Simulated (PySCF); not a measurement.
## SrI: energy against distance

Set-up: Sr x2c-TZVPall, I x2c-TZVPall; spin-free X2C with a Gaussian nucleus (PySCF 2.14). Energies in eV from Sr + I in their ground configurations at the same level. State: ²Σ⁺ (doublet), unpaired electrons σ ↑.

All columns are PBE0. A positive dipole means Sr(−)I(+).

```tsv
R (Å)	E (eV)	μ (D)	Mulliken charge on Sr (basis-dependent)	HOMO (eV)	LUMO (eV)	Mayer bond order	⟨S²⟩
2.563	-2.525	-3.40	0.49	-3.88	-1.93	1.02	0.75
2.682	-2.961	-3.76	0.51	-3.99	-2.02	0.96	0.75
2.801	-3.193	-4.21	0.52	-4.10	-2.11	0.93	0.75
2.891	-3.272	-4.60	0.52	-4.19	-2.19	0.92	0.75
2.980	-3.291	-5.01	0.52	-4.27	-2.26	0.92	0.75
3.069	-3.267	-5.44	0.52	-4.35	-2.34	0.91	0.75
3.189	-3.185	-6.05	0.52	-4.46	-2.45	0.90	0.75
3.338	-3.031	-6.83	0.52	-4.59	-2.58	0.88	0.75
3.516	-2.803	-7.80	0.53	-4.74	-2.74	0.85	0.75
3.755	-2.469	-9.09	0.56	-4.91	-2.95	0.80	0.75
```

A fit through these points gives, at Re = 2.970 Å, μ = -4.96 D and dμ/dR = -4.71 D/Å; the reduced mass is 51.93 u.

Problem. How strong is the fundamental in the double-harmonic approximation, I = 42.26·(dμ/dR)²/μred km/mol?

Solution. I = 42.26·(-4.71)²/51.93 = 18.1 km/mol at PBE0.

These are scalar-relativistic numbers at best; spin–orbit coupling would shift them, the dissociation energy most. The state is the lowest determinant that a PBE0 search found; another state may lie lower at other levels.
